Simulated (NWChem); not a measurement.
System: BeICl; SMILES [Cl][Be][I]

Here is an NWChem input.

```
start job
memory heap 200 mb stack 900 mb global 1100 mb
geometry units angstroms noautoz
  Be     0.741644     0.367319    -0.783893
  Cl     1.921543     0.952123    -2.031507
  I     -0.665710    -0.329527     0.703419
end
basis spherical
  * library def2-svp
end
ecp
  I library def2-ecp
end
dft
  xc r2scan
  grid xcoarse
  iterations 150
  mulliken
end
task dft gradient
```

Output (shortened):

```
             Northwest Computational Chemistry Package (NWChem) 7.3.0
             --------------------------------------------------------

 ORDER OF PRIMARY AXIS IS BEING SET TO 4
 C4V symmetry detected

                             Geometry "geometry" -> ""
                             -------------------------

 Output coordinates in angstroms (scale by  1.889725989 to convert to a.u.)

  No.       Tag          Charge          X              Y              Z
 ---- ---------------- ---------- -------------- -------------- --------------
    1 Be                   4.0000     0.00000000     0.00000000     1.13240100
    2 Cl                  17.0000     0.00000000     0.00000000     2.94642910
    3 I                   53.0000     0.00000000     0.00000000    -1.03054526

 Effective nuclear repulsion energy (a.u.)     191.5908624608

      Symmetry information
      --------------------

 Group name             C4v
 Group number             18
 Group order               8
 No. of unique centers     3

                                 NWChem DFT Module
                                 -----------------

 Summary of "ao basis" -> "ao basis" (spherical)
 ------------------------------------------------------------------------------
       Tag                 Description            Shells   Functions and Types
 ---------------- ------------------------------  ------  ---------------------
 Be                         def2-svp                 5        9   3s2p
 Cl                         def2-svp                 8       18   4s3p1d
 I                          def2-svp                10       26   4s4p2d

      Symmetry analysis of basis
      --------------------------

        a1         23
        a2          0
        b1          3
        b2          3
        e          24

            General Information
            -------------------
          SCF calculation type: DFT
          Wavefunction type:  closed shell.
          No. of atoms     :     3
          No. of electrons :    46
           Alpha electrons :    23
            Beta electrons :    23
          Charge           :     0
          Spin multiplicity:     1
          Use of symmetry is: on ; symmetry adaption is: on
          Maximum number of iterations: 150
          AO basis - number of functions:    53
                     number of shells:    23
          Convergence on energy requested:  1.00D-06
          Convergence on density requested:  1.00D-05
          Convergence on gradient requested:  5.00D-04

              XC Information
              --------------
                      r^2SCAN Method XC Functional
               r^2SCAN metaGGA Exchange Functional  1.000
                     r^2SCAN Correlation Potential  1.000

             Grid Information
             ----------------
          Grid used for XC integration:  xcoarse
          Radial quadrature: Mura-Knowles
          Angular quadrature: Lebedev.
          Tag              B.-S. Rad. Rad. Pts. Rad. Cut. Ang. Pts.
          ---              ---------- --------- --------- ---------
          Be                  1.05       21           8.0       194
          Cl                  1.00       42          10.0       194
          I                   1.40       84          10.0       194
          Grid pruning is: on
          Number of quadrature shells:   147
          Spatial weights used:  Erf1

      Superposition of Atomic Density Guess
      -------------------------------------

 Sum of atomic energies:        -821.00436594

      Non-variational initial energy
      ------------------------------

 Total energy =    -771.073745
 1-e energy   =   -1372.191996
 2-e energy   =     500.265518
 HOMO         =      -0.366751
 LUMO         =       0.005861

      Symmetry analysis of molecular orbitals - initial
      -------------------------------------------------

 !! scf_movecs_sym_adapt:    6 vectors were symmetry contaminated

  Symmetry fudging

 !! scf_movecs_sym_adapt:    6 vectors were symmetry contaminated

  Numbering of irreducible representations:

     1 a1          2 a2          3 b1          4 b2          5 e

  Orbital symmetries:

     1 a1          2 a1          3 a1          4 e           5 e
     6 a1          7 a1          8 e           9 e          10 a1
    11 a1         12 e          13 e          14 b1         15 b2
    16 a1         17 a1         18 a1         19 e          20 e
    21 a1         22 e          23 e          24 a1         25 e
    26 e          27 a1         28 a1         29 e          30 e
    31 a1         32 a1         33 e

     ---------------------------------------------
      Total Density - Mulliken Population Analysis
     ---------------------------------------------

    Atom       Charge   Shell Charges
 -----------   ------   -------------------------------------------------------
    1 Be   4     3.25   1.99  0.59  0.04  0.52  0.10
    2 Cl  17    17.43   2.00  1.99  1.23  0.70  5.94  2.19  3.37  0.01
    3 I   25    25.32   1.83  0.22  1.22  0.66  2.92  3.13  2.65  2.68  9.82  0.19

   convergence    iter        energy       DeltaE   RMS-Dens  Diis-err
 ---------------- ----- ----------------- --------- --------- ---------
 d= 0,ls=0.0,diis     1   -772.6462848572 -8.73D+02  1.97D-02  2.46D-01
 d= 0,ls=0.0,diis     2   -772.6368091403  9.48D-03  1.18D-02  2.85D-01
 d= 0,ls=0.0,diis     3   -772.6862179249 -4.94D-02  2.63D-03  1.90D-02
 d= 0,ls=0.0,diis     4   -772.6896221720 -3.40D-03  5.34D-04  3.58D-04
 d= 0,ls=0.0,diis     5   -772.6896701011 -4.79D-05  1.46D-04  3.24D-05
  Resetting Diis
 d= 0,ls=0.0,diis     6   -772.6896739191 -3.82D-06  4.60D-05  4.50D-06
 d= 0,ls=0.0,diis     7   -772.6896747942 -8.75D-07  1.34D-05  1.04D-07
 d= 0,ls=0.0,diis     8   -772.6896747833  1.09D-08  7.58D-06  1.77D-07

         Total DFT energy =     -772.689674783329
      One electron energy =    -1373.620019372237
           Coulomb energy =      553.538518430026
    Exchange-Corr. energy =      -53.460907175295
 Nuclear repulsion energy =      100.852733334177

 Numeric. integr. density =       46.000921548619

                  Occupations of the irreducible representations
                  ----------------------------------------------

                     irrep           alpha         beta
                     --------     --------     --------
                     a1               11.0         11.0
                     a2                0.0          0.0
                     b1                1.0          1.0
                     b2                1.0          1.0
                     e                10.0         10.0

                       DFT Final Molecular Orbital Analysis
                       ------------------------------------

 Vector   21  Occ=2.000000D+00  E=-3.244022D-01  Symmetry=e
              MO Center=  7.0D-16,  1.4D-15,  2.7D+00, r^2= 1.7D+00
   Bfn.  Coefficient  Atom+Function         Bfn.  Coefficient  Atom+Function
  ----- ------------  ---------------      ----- ------------  ---------------
    21      0.529771  2 Cl py                18      0.398881  2 Cl py
    20      0.270514  2 Cl px                15      0.233113  2 Cl py
    17      0.203679  2 Cl px                 5     -0.140574  1 Be py
    14      0.119034  2 Cl px                39      0.087959  3 I  py
     4     -0.071780  1 Be px                 8      0.064177  1 Be py

 Vector   22  Occ=2.000000D+00  E=-2.709905D-01  Symmetry=e
              MO Center=  3.6D-16, -5.4D-16, -7.5D-01, r^2= 2.7D+00
   Bfn.  Coefficient  Atom+Function         Bfn.  Coefficient  Atom+Function
  ----- ------------  ---------------      ----- ------------  ---------------
    39      0.576365  3 I  py                42      0.510621  3 I  py
    36     -0.234373  3 I  py                33     -0.189524  3 I  py
    21     -0.158630  2 Cl py                38     -0.113125  3 I  px
    18     -0.103178  2 Cl py                 5     -0.101363  1 Be py
    41     -0.100221  3 I  px                15     -0.060818  2 Cl py

 Vector   23  Occ=2.000000D+00  E=-2.709905D-01  Symmetry=e
              MO Center=  1.4D-16, -1.3D-16, -7.5D-01, r^2= 2.7D+00
   Bfn.  Coefficient  Atom+Function         Bfn.  Coefficient  Atom+Function
  ----- ------------  ---------------      ----- ------------  ---------------
    38      0.576365  3 I  px                41      0.510621  3 I  px
    35     -0.234373  3 I  px                32     -0.189524  3 I  px
    20     -0.158630  2 Cl px                39      0.113125  3 I  py
    17     -0.103178  2 Cl px                 4     -0.101363  1 Be px
    42      0.100221  3 I  py                14     -0.060818  2 Cl px

 Vector   24  Occ=0.000000D+00  E=-3.614933D-02  Symmetry=e
              MO Center= -2.1D-17, -2.9D-17,  1.0D+00, r^2= 3.6D+00
   Bfn.  Coefficient  Atom+Function         Bfn.  Coefficient  Atom+Function
  ----- ------------  ---------------      ----- ------------  ---------------
     5      0.553476  1 Be py                 8     -0.404942  1 Be py
     4     -0.373136  1 Be px                21      0.275818  2 Cl py
     7      0.272999  1 Be px                42      0.254274  3 I  py
    20     -0.185948  2 Cl px                41     -0.171423  3 I  px
    39      0.170139  3 I  py                18      0.144154  2 Cl py

 Vector   25  Occ=0.000000D+00  E=-3.614933D-02  Symmetry=e
              MO Center=  4.1D-15,  3.1D-15,  1.0D+00, r^2= 3.6D+00
   Bfn.  Coefficient  Atom+Function         Bfn.  Coefficient  Atom+Function
  ----- ------------  ---------------      ----- ------------  ---------------
     4      0.553476  1 Be px                 7     -0.404942  1 Be px
     5      0.373136  1 Be py                20      0.275818  2 Cl px
     8     -0.272999  1 Be py                41      0.254274  3 I  px
    21      0.185948  2 Cl py                42      0.171423  3 I  py
    38      0.170139  3 I  px                17      0.144154  2 Cl px

 Vector   26  Occ=0.000000D+00  E=-2.598388D-02  Symmetry=a1
              MO Center= -1.9D-15, -1.6D-15,  7.3D-01, r^2= 5.4D+00
   Bfn.  Coefficient  Atom+Function         Bfn.  Coefficient  Atom+Function
  ----- ------------  ---------------      ----- ------------  ---------------
     3      1.049624  1 Be s                 43     -0.547582  3 I  pz
     2      0.543940  1 Be s                 31     -0.444401  3 I  s
    30     -0.352742  3 I  s                 22      0.301829  2 Cl pz
    13     -0.288928  2 Cl s                 40     -0.277500  3 I  pz
    12     -0.216058  2 Cl s                  1     -0.168667  1 Be s

     ---------------------------------------------
      Total Density - Mulliken Population Analysis
     ---------------------------------------------

    Atom       Charge   Shell Charges
 -----------   ------   -------------------------------------------------------
    1 Be   4     3.62   1.99  0.54 -0.04  0.95  0.18
    2 Cl  17    17.21   2.00  1.99  1.25  0.69  5.93  2.15  3.19  0.02
    3 I   25    25.17   1.83  0.22  1.32  0.56  2.93  3.12  2.66  2.50  9.79  0.23

     -------------------------------------------
      Total Density - Lowdin Population Analysis
     -------------------------------------------

    Atom       Charge   Shell Charges
 -----------   ------   -------------------------------------------------------
    1 Be   4     4.12   1.97  0.46  0.17  0.92  0.60
    2 Cl  17    16.97   2.00  1.96  1.02  0.75  5.82  2.25  3.15  0.02
    3 I   25    24.91   1.25  0.73  1.02  0.74  2.77  3.19  2.53  2.65  9.47  0.55

     Multipole analysis of the density
     ---------------------------------

     L   x y z        total         alpha         beta         nuclear
     -   - - -        -----         -----         ----         -------
     0   0 0 0     -0.000000    -23.000000    -23.000000     46.000000

     1   1 0 0      0.000000      0.000000      0.000000      0.000000
     1   0 1 0     -0.000000     -0.000000     -0.000000      0.000000
     1   0 0 1     -0.150699    -27.339624    -27.339624     54.528548

     2   2 0 0    -33.142158    -16.571079    -16.571079      0.000000
     2   1 1 0      0.000000      0.000000      0.000000      0.000000
     2   1 0 1     -0.000000     -0.000000     -0.000000      0.000000
     2   0 2 0    -33.142158    -16.571079    -16.571079      0.000000
     2   0 1 1     -0.000000     -0.000000     -0.000000      0.000000
     2   0 0 2    -35.816765   -337.990861   -337.990861    640.164957

            General Information
            -------------------
          SCF calculation type: DFT
          Wavefunction type:  closed shell.
          No. of atoms     :     3
          No. of electrons :    46
           Alpha electrons :    23
            Beta electrons :    23
          Charge           :     0
          Spin multiplicity:     1
          Use of symmetry is: on ; symmetry adaption is: on
          Maximum number of iterations: 150
          AO basis - number of functions:    53
                     number of shells:    23
          Convergence on energy requested:  1.00D-06
          Convergence on density requested:  1.00D-05
          Convergence on gradient requested:  5.00D-04

              XC Information
              --------------
                      r^2SCAN Method XC Functional
               r^2SCAN metaGGA Exchange Functional  1.000
                     r^2SCAN Correlation Potential  1.000

             Grid Information
             ----------------
          Grid used for XC integration:  xcoarse
          Radial quadrature: Mura-Knowles
          Angular quadrature: Lebedev.
          Tag              B.-S. Rad. Rad. Pts. Rad. Cut. Ang. Pts.
          ---              ---------- --------- --------- ---------
          Be                  1.05       21           8.0       194
          Cl                  1.00       42          10.0       194
          I                   1.40       84          10.0       194
          Grid pruning is: on
          Number of quadrature shells:   147
          Spatial weights used:  Erf1

          Convergence Information
          -----------------------
          Convergence aids based upon iterative change in
          total energy or number of iterations.
          Levelshifting, if invoked, occurs when the
          HOMO/LUMO gap drops below (HL_TOL):  1.00D-02
          DIIS, if invoked, will attempt to extrapolate
          using up to (NFOCK): 10 stored Fock matrices.

                    Damping( 0%)  Levelshifting(0.5)       DIIS
                  --------------- ------------------- ---------------
          dE  on:    start            ASAP                start
          dE off:    2 iters        150 iters           150 iters

                            NWChem DFT Gradient Module
                            --------------------------

  charge          =   0.00
  wavefunction    = closed shell

  Using symmetry

                         DFT ENERGY GRADIENTS

    atom               coordinates                        gradient
                 x          y          z           x          y          z
   1 Be      0.000000   0.000000   2.139928    0.000000   0.000000   0.002521
   2 Cl      0.000000   0.000000   5.567944    0.000000   0.000000  -0.000506
   3 I       0.000000   0.000000  -1.947448    0.000000   0.000000  -0.002015
```

Level: r2SCAN/def2-SVP with def2 effective core potentials on I. Geometry: optimised at PBE0/def2-SVP. def2 effective core potentials on I; no spin-orbit coupling.
